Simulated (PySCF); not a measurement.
Cl3H3OSi2, SMILES Cl[SiH2]O[SiH](Cl)Cl.

Coordinates come from a PBE-D3(BJ)/def2-SVP optimisation. This is a generated structure with no PubChem entry under its InChIKey; it may be hypothetical. Other conformers were not sampled.

Calculation: PBE-D3(BJ)/def2-SVP (PySCF).

Frequencies are harmonic and unscaled.

```tsv
mode	ν (cm⁻¹)	IR (km/mol)	moving atoms (share of kinetic energy)
1	11	0.5	Cl 62 %, Si 19 %, O 13 %
2	28	0.3	Cl 78 %, O 10 %
3	72	2.3	Si 39 %, Cl 31 %, H 16 %, O 14 %
4	146	0.8	Cl 74 %, Si 22 %
5	176	2.7	Cl 72 %, Si 17 %, O 9 %
6	298	9.3	O 69 %, Cl 18 %, Si 10 %
7	306	23.7	O 36 %, Si 34 %, Cl 24 %
8	491	23.7	Si 50 %, Cl 44 %
9	540	58.9	Si 50 %, Cl 43 %
10	582	128.8	Si 55 %, Cl 36 %, H 9 %
11	609	24.2	H 65 %, Si 30 %
12	642	31.2	Si 44 %, H 37 %, O 13 %
13	714	12.8	H 90 %
14	786	141.5	H 87 %, Si 11 %
15	804	281.5	H 82 %, Si 13 %
16	889	241.7	H 82 %, Si 16 %
17	924	122.0	H 94 %
18	1045	492.1	O 76 %, Si 19 %
19	2203	68.8	H 97 %
20	2228	100.9	H 96 %
21	2260	74.4	H 97 %
```
